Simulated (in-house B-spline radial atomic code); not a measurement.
# Removing one electron from the phosphorus ion P⁵⁺

Closed shell [He] 2s2 2p6. Computed with an all-electron radial atomic-structure program (B-spline basis): Koopmans values of Dirac-Hartree-Fock plus a diagonal self-energy, in second order or with its direct term screened (direct RPA, with the hole-particle interaction, or full time-dependent Hartree-Fock), linearised in energy; no-pair Dirac-Coulomb Hamiltonian, finite nucleus. Shifts add to the Koopmans value (the ΔSCF shift is orbital relaxation alone); the final value takes TDHF screening with Breit and QED.

Command:
```bash
python run_mb.py task.json out
```
Settings (nuclear radius in fm, box in bohr, cutoff in hartree):
```
basis_form          2
Z                   15
core_configuration  [He] 2s2 2p6
rms_radius          3.1889
mass_number         31
speed_of_light      137.036
box_radius          10.79
lmax                7
intervals           63
virtual_cutoff      900.0
```

Time taken, with all properties: 5.5 s on 1 thread of Arm Neoverse N1, with other jobs on the host.

Energies in eV:

```csv
subshell,Koopmans,ΔSCF shift,second order,direct RPA,hole-particle,TDHF,Breit + QED,final
2p3/2,221.98,-3.085,?,?,?,?,?,?
2p1/2,222.96,-3.122,-2.019,-0.884,-1.428,-1.529,-0.093,221.34
2s1/2,280.10,-2.403,-3.600,-1.958,-2.887,-3.033,-0.103,276.97
```

(1) What does the self-energy do to 2p3/2?

Results:

(1) It shifts the removal energy by -1.983 eV in second order, -0.864 with direct RPA, -1.401 with the hole-particle term and -1.501 with TDHF screening (quasi-particle weight 0.983); Breit and QED add -0.051 eV. The final value is 220.43 eV, against 220.43 ± 0.005 eV (NIST, semi-empirical).
